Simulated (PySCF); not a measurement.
C3H9NSi2. Atoms are numbered in the order given.

```xyz
15

N     -2.5337     0.7490    -1.3682
C     -1.9841    -0.1607    -0.9073
C     -1.2676    -1.2838    -0.2970
C     -0.6764    -0.9481     1.0874
Si     0.5255     0.5353     1.1355
Si     2.1168     0.3385    -0.5861
H     -0.4710    -1.5909    -0.9959
H     -1.9641    -2.1364    -0.2291
H     -1.4909    -0.7558     1.8056
H     -0.1361    -1.8349     1.4575
H     -0.2244     1.8151     0.9870
H      1.2071     0.5331     2.4645
H      2.8395    -0.9643    -0.4585
H      1.4400     0.3658    -1.9169
H      3.1127     1.4477    -0.5269
```
Charge 0, spin multiplicity 1.

Coordinates come from a B3LYP-D3(BJ)/def2-SVP optimisation. This is a generated structure with no PubChem entry under its InChIKey; it may be hypothetical. The values are those of a single conformer.

These are TDDFT-PBE/def2-SVPD run with PySCF values and carry that method's errors.

Vertical excitations. 

```csv
state,energy (eV),λ (nm),f,main pairs
S1,6.26,198,0.010,HOMO→LUMO 92 %
S2,6.58,188,0.007,HOMO→LUMO+1 85 %
S3,6.82,182,0.006,HOMO−1→LUMO 90 %
S4,6.90,180,0.058,"HOMO→LUMO+2 68 %, HOMO→LUMO+5 14 %"
S5,6.99,177,0.013,"HOMO→LUMO+3 65 %, HOMO→LUMO+2 14 %"
S6,7.06,176,0.004,"HOMO→LUMO+4 62 %, HOMO−1→LUMO+1 21 %"
S7,7.15,173,0.008,"HOMO−2→LUMO 50 %, HOMO−3→LUMO 26 %, HOMO−1→LUMO+1 13 %"
S8,7.18,173,0.018,"HOMO−3→LUMO 52 %, HOMO−2→LUMO 26 %"
S9,7.25,171,0.076,"HOMO→LUMO+5 54 %, HOMO−4→LUMO 19 %"
S10,7.33,169,0.002,"HOMO−1→LUMO+1 40 %, HOMO−3→LUMO 11 %, HOMO→LUMO+4 10 %, HOMO−1→LUMO+2 9 %"
T1,5.79,214,0,HOMO→LUMO 94 %
T2,6.09,204,0,"HOMO→LUMO+1 84 %, HOMO→LUMO+4 13 %"
T3,6.28,198,0,"HOMO−1→LUMO+1 18 %, HOMO−2→LUMO+3 16 %, HOMO−2→LUMO 14 %, HOMO−1→LUMO 8 %"
T4,6.48,191,0,HOMO→LUMO+2 81 %
```
Triplets are in the Tamm–Dancoff approximation, which puts them higher than full response would, so one can lie above its singlet here.
